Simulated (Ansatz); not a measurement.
`[SiH3][SiH2]Br` + H₂ → disilane + HBr at 500 K and 1 bar (hydrogenolysis of the Si–Br bond).

Calculated with Ansatz (gas phase, PBE0-D4/def2-TZVP geometries, no zero-point term in ΔE). CBS: MP2 limit from def2 TZ/QZ plus the TZ coupled-cluster correction, frozen cores. This one scheme is used for every species. For Br outer-core shells are correlated without core-valence functions, which leaves a few kJ/mol of doubt a bond. Scalar relativity is left out up to krypton.

```tsv
species	CCSD(T)/CBS energy (Eh)	H − E (kJ/mol)	S (J/(mol·K))
`[SiH3][SiH2]Br`	-3154.51510	152.2	389.7
H₂	-1.17544	41.0	145.5
`[SiH3][SiH3]`	-581.74359	163.1	323.1
HBr	-2573.91920	30.5	213.7
```

H − E and S are ideal-gas, rigid-rotor, harmonic terms from PBE0-D4/def2-TZVP. The MP2-based limit puts H₂ 0.8 mEh under its directly extrapolated value; such offsets cancel only in part. 1 Eh = 2625.50 kJ/mol, R = 8.31446 J/(mol·K).

**Question.** By hand: ΔE, ΔH, ΔS and ΔG.

**Answer.** ΔE = (-581.74359) + (-2573.91920) − (-3154.51510) − (-1.17544) = 0.02775 Eh = 72.9 kJ/mol. Δ(H − E) = 163.1 + 30.5 − 152.2 − 41.0 = 0.4, so ΔH = 73.3 kJ/mol. ΔS = 323.1 + 213.7 − 389.7 − 145.5 = 1.6 J/(mol·K). ΔG = 73.3 − 500 × (1.6)/1000 = 72.5 kJ/mol.

**Question.** By hand: the equilibrium constant, and the temperature at which ΔG would vanish if ΔH and ΔS stayed fixed.

**Answer.** log₁₀ K = −ΔG/(RT ln 10) = -7.6. ΔG = 0 at ΔH/ΔS = 45812 K, far beyond where these terms or the molecules hold.

The number of gas molecules stays the same, so ΔS is small and ΔH decides. A doubt of 5 kJ/mol in ΔE shifts log₁₀ K by 0.5 here. These are equilibria of isolated gas molecules and say nothing of rates. Largest T1 diagnostic: 0.013 (customary marks: 0.02 for closed shells, 0.045 for open ones).
